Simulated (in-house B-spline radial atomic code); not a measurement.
## Os2+: [Xe] 4f14 5d6

All numbers are computed (Dirac-Kohn-Sham LDA PW92, spherical fractional occupations; Fermi nucleus of rms radius 5.4126 fm) with an all-electron radial atomic-structure program (B-spline basis), not measured.

Z_r = [3n² - l(l+1)]/(2<r>); Z_e = n√(-2ε); the last column is Slater's effective charge. Values are occupation-weighted means over j. An effective charge above Z reflects the relativistic contraction of the inner shells.

```json
{"shell": "1s", "electrons": "2", "ε (eV)": "-73692", "<r> (bohr)": "0.01775", "Z_r": "84.51", "Z_e": "73.60", "Slater": "75.70"}
{"shell": "2s", "electrons": "2", "ε (eV)": "-12841", "<r> (bohr)": "0.07431", "Z_r": "80.74", "Z_e": "61.44", "Slater": "71.85"}
{"shell": "2p", "electrons": "6", "ε (eV)": "-11283", "<r> (bohr)": "0.06678", "Z_r": "74.87", "Z_e": "57.59", "Slater": "71.85"}
{"shell": "3s", "electrons": "2", "ε (eV)": "-3001", "<r> (bohr)": "0.1936", "Z_r": "69.75", "Z_e": "44.55", "Slater": "64.75"}
{"shell": "3p", "electrons": "6", "ε (eV)": "-2536.3", "<r> (bohr)": "0.1937", "Z_r": "64.55", "Z_e": "40.96", "Slater": "64.75"}
{"shell": "3d", "electrons": "10", "ε (eV)": "-1973", "<r> (bohr)": "0.1763", "Z_r": "59.57", "Z_e": "36.13", "Slater": "54.85"}
{"shell": "4s", "electrons": "2", "ε (eV)": "-646.18", "<r> (bohr)": "0.432", "Z_r": "55.55", "Z_e": "27.57", "Slater": "48.25"}
{"shell": "4p", "electrons": "6", "ε (eV)": "-491.97", "<r> (bohr)": "0.4584", "Z_r": "50.18", "Z_e": "24.05", "Slater": "48.25"}
{"shell": "4d", "electrons": "10", "ε (eV)": "-289.33", "<r> (bohr)": "0.4895", "Z_r": "42.90", "Z_e": "18.45", "Slater": "36.85"}
{"shell": "5s", "electrons": "2", "ε (eV)": "-108.81", "<r> (bohr)": "1.006", "Z_r": "37.26", "Z_e": "14.14", "Slater": "18.35"}
{"shell": "4f", "electrons": "14", "ε (eV)": "-69.368", "<r> (bohr)": "0.5571", "Z_r": "32.31", "Z_e": "9.03", "Slater": "25.45"}
{"shell": "5p", "electrons": "6", "ε (eV)": "-69.026", "<r> (bohr)": "1.165", "Z_r": "31.32", "Z_e": "11.26", "Slater": "18.35"}
{"shell": "5d", "electrons": "6", "ε (eV)": "-23.227", "<r> (bohr)": "1.701", "Z_r": "20.28", "Z_e": "6.53", "Slater": "6.25"}
```

The least bound orbital is 5d5/2 at -22.77 eV, and it is also the most diffuse (<r> = 1.723 bohr).

Spin-orbit splittings of the orbital energies (j = l + 1/2 above j = l - 1/2 when positive): 2p 1529 eV, 3p 333.4 eV, 3d 72.3 eV, 4p 78.57 eV, 4d 14.56 eV, 4f 2.81 eV, 5p 12.37 eV, 5d 1.152 eV.

For the 1s electron the small component carries 8.25 % of the norm, the zero-frequency Breit interaction raises the level by 265.6 eV, self-energy by 167.5 eV, and vacuum polarisation lowers it by 32.64 eV.

The density falls to 0.001 bohr⁻³ at 3.668 bohr; Σ<r²> = 42.622 bohr² gives, by the non-relativistic formula and without the paramagnetism of open shells, a Langevin diamagnetic susceptibility of -33.76×10⁻⁶ cm³/mol.
